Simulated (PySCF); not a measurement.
C4H4N, SMILES [nH]1[c]ccc1, multiplicity 2. Geometry optimised at PBE-D3(BJ)/def2-SVP. The isomer is the one that the SMILES or the coordinates give; other isomers of the formula were not compared.

All values below come from PBE-D3(BJ)/def2-SVP run with PySCF.

Harmonic wavenumbers (cm⁻¹): 280, 461, 607, 658, 727, 817, 832, 854, 995, 1029, 1083, 1163, 1208, 1348, 1382, 1449, 1521, 3169, 3196, 3203, 3586. Rotational constants (GHz): 10.15, 8.746, 4.699; symmetry number 1.

Question: Work out the zero-point energy and the ideal-gas rigid-rotor harmonic-oscillator thermochemistry at 298.15 K and 1 atm.

Answer: ZPE = ½ Σ hcν = ½ × 29569 cm⁻¹ = 176.86 kJ/mol. H − E(el) = 190.61 kJ/mol. Entropy in J/(mol K): translation 161.01, rotation 101.08, vibration 18.07, spin 5.76, total 285.92. G − E(el) = 105.36 kJ/mol. Cp = 72.57 J/(mol K).
